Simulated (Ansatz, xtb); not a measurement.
Ranking isomers of C4H6O2Se

10 gas-phase structures of C4H6O2Se, from a drawn sample of its isomers (lower ones may exist). Each was relaxed with GFN2-xTB; where two conformers were screened, the lower at r2SCAN-D4/def2-SVP is listed:

A. `C=C([Se]C)C(=O)O`, a singlet
B. `O=CC(=O)CC[SeH]`, a singlet
C. `COC[Se]C=C=O`, a singlet
D. `C[Se][C@@H]1CC(=O)O1`, a singlet
E. `O=CO[C@@H]1CC[Se]1`, a singlet
F. `C=C[C@H]([SeH])C(=O)O`, a singlet
G. `C[Se]/C=C/C(=O)O`, a singlet
H. `CC(=O)C(=O)C[SeH]`, a singlet
I. `CC(=O)[C@H]([SeH])C=O`, a singlet
J. `CO[C@@H]1[Se]CC1=O`, a singlet

Task: Which do you expect lowest at r2SCAN-D4/def2-SVP, and how would the others follow?

Result: Calculated order at r2SCAN-D4/def2-SVP: G (0.0), A (5.6), F (8.3), D (11.2), H (12.8), E (13.6), I (17.3), B (18.7), J (27.8), C (37.2) kcal/mol. Less than 1 kcal/mol parts H and E, so the order within that pair means little.

Energies above the lowest of each column, in kcal/mol; the last columns are at PBE0-D3(BJ)/def2-SVP geometries and were run for some of them only (a dash: not run or not comparable):

```
structure  GFN2-xTB  HF/STO-3G  r2SCAN-D4/def2-SVP  PBE0-D3(BJ)/def2-SVP  CCSD(T)/def2-SVP + ΔMP2/def2-TZVPP
        G       6.0       22.5                 0.0                   0.0                                 0.0
        A      10.5       27.8                 5.6                   4.1                                 2.9
        F       9.6       39.4                 8.3                   5.8                                 4.9
        D       3.6        0.0                11.2                   8.5                                10.1
        H      15.4       30.3                12.8                   6.9                                 7.8
        E       0.0        7.6                13.6                   9.3                                   –
        I      18.8       32.3                17.3                     –                                   –
        B      26.0       29.9                18.7                     –                                   –
        J      14.3       14.8                27.8                     –                                   –
        C      25.1       42.9                37.2                     –                                   –
```

CCSD(T)/def2-SVP + ΔMP2/def2-TZVPP puts G lowest of those it was run on; GFN2-xTB picks E, HF/STO-3G picks D. CCSD(T)/def2-SVP + ΔMP2/def2-TZVPP orders those it was run on as G (0.0), A (2.9), F (4.9), H (7.8), D (10.1) kcal/mol. Flexible structures stand in one conformer each, not always the lowest. Frequencies (GFN2-xTB) were run for A, D, F, G, H alone. The ΔMP2 step shifts differences by up to 6.5 kcal/mol, which makes them less sure. ΔMP2 is the change of the MP2 energy from the smaller to the larger basis.

Over these structures GFN2-xTB departs from r2SCAN-D4/def2-SVP by 7.5 kcal/mol on average once a common shift is removed. A GFN2-xTB relaxation took about 0.15 s and the r2SCAN-D4/def2-SVP energy about 1.7 s on a shared host (Ansatz 0.2.0, xtb 6.7.1).
